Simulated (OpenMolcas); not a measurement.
**Pb2+: terms and fine structure**

| Item | Value |
| --- | --- |
| Program | OpenMolcas |
| Method | MS-CASPT2, IPEA 0.25 Eh, imaginary shift 0.1 Eh (closed shells correlated: 5d) |
| Basis | ANO-RCC-VQZP [9s8p6d4f3g] |
| Scalar Hamiltonian | DKH2, point nucleus |
| Active space | 2 electrons in 8 orbitals (6s 6p 7s 7p) |
| State averaging | 2S+1 = 3 even, 3 roots; 2S+1 = 1 even, 7 roots; 2S+1 = 3 odd, 3 roots; 2S+1 = 1 odd, 3 roots |
| Spin-orbit coupling | state interaction with AMFI integrals over the reference wave functions, term energies averaged over their components |

With spin-orbit coupling, above the lowest level:

```
Configuration  Term  J  E (cm⁻¹)  Measured (cm⁻¹)      g  Term weight %  Second
          6s²    ¹S  0       0.0              0.0                   100        
        6s 6p   ³P°  0     62270            60397                   100        
        6s 6p   ³P°  1     65730            64391  1.474             95   5 ¹P°
        6s 6p   ³P°  2     77000                   1.501            100        
        6s 6p   ¹P°  1     92430            95340  1.027             95   5 ³P°
          6p²    ³P  0    151960           142551                    98
```

Against the 4 measured excited levels shown (Moore, Atomic Energy Levels, vol. III, NSRDS-NBS 35 (1971 reprint of NBS Circular 467, 1958)) the mean absolute deviation is 3900 cm-1; the largest miss in energy is 6p² ³P₀: computed 151960, measured 142551 cm⁻¹ (+6.6 %).

Spin-orbit coupling puts the lowest level 45.3 cm⁻¹ below the lowest spin-free term.

Over all roots computed the reference weight is 0.85 to 0.94; the roots of lowest weight are the least certain, and an intruder state may touch them. The run also gave levels led by 6s 7s, which use shells meant for correlation; these and all levels above them are left out. The ¹D term of p² mixes with s d, which this space lacks. Spin-orbit splittings of 6p shells tend to come out small when the coupling is added on scalar orbitals. Computed and measured levels are paired by configuration, term and J; levels that our copy of the source lacks, or whose pairing is in doubt (as where it misses far off the trend of its configuration), stay unpaired and out of the deviations. Only configurations of the active space appear. The first state left out of the spin-orbit step lies near 210000 cm-1 above the lowest spin-free state of the reference (among the parities and spins computed), and the list stops at four fifths of that energy or lower.

The term weight is that of the spin-free term in the level, not the purity of its configuration. ° marks odd parity.
